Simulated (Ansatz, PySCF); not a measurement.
Gas-phase reaction in SMILES: OB(O)P [phosphanylboronic acid] -> OB(O)[PH-] + H+
Structures are relaxed separately at B3LYP-D3(BJ)/def2-TZVP in Ansatz (an electronic-structure program), one conformer each, not searched for the lowest.

Property: gas-phase deprotonation energy (enthalpy at 298 K, with B3LYP-D3(BJ) rigid-rotor harmonic-oscillator terms from PySCF), in kJ/mol. Valence correlation only, unless marked. Spin-orbit coupling is left out. Non-relativistic. Anions need diffuse functions: aug- sets have them; def2-D sets add few; the other sets have none. CBS marks a two-point X^-3 extrapolation of the correlation energy; Hartree-Fock from the larger set.

```csv
level,program,gas-phase deprotonation energy (kJ/mol),minus last row
HF/cc-pV(Q+d)Z,Ansatz,1518.8,37.9
PBE/def2-TZVPD,Ansatz,1476.0,-4.9
BLYP-D3(BJ)/def2-TZVPD,Ansatz + dftd3,1485.6,4.7
BLYP/def2-TZVPD,Ansatz,1482.2,1.3
revPBE-D3(BJ)/def2-TZVPD,Ansatz + dftd3,1491.4,10.5
r2SCAN/def2-TZVPD,Ansatz,1484.2,3.3
r2SCAN-D4/def2-TZVPD,Ansatz + dftd4,1484.0,3.1
PBE0-D3(BJ)/def2-TZVPD,Ansatz + dftd3,1488.3,7.4
BHLYP/def2-TZVPD,Ansatz,1499.7,18.8
r2SCANh-D4/def2-TZVPD,Ansatz + dftd4,1485.5,4.6
r2SCAN0/def2-TZVPD,Ansatz,1488.1,7.2
HSE06/def2-TZVPD,Ansatz,1486.5,5.6
B2PLYP/def2-TZVPD,Ansatz,1483.2,2.3
MP2/cc-pVTZ,Ansatz,1498.7,17.8
RI-MP2/aug-cc-pV(T+d)Z,Ansatz,1470.0,-10.9
RI-MP2/cc-pV(T+d)Z,Ansatz,1500.7,19.8
SCS-MP2/cc-pV(D+d)Z,Ansatz,1547.4,66.5
SCS-MP2/aug-cc-pV(T+d)Z,Ansatz,1483.9,3.0
CCSD/aug-cc-pV(Q+d)Z,Ansatz,1490.4,9.5
CCSD(T) with core electrons (1s frozen past Ne)/cc-pwCVTZ,Ansatz,1510.8,29.9
"CCSD(T)/CBS(aug-cc-pV(T+d)Z,aug-cc-pV(Q+d)Z)",Ansatz,1480.9,0.0
```
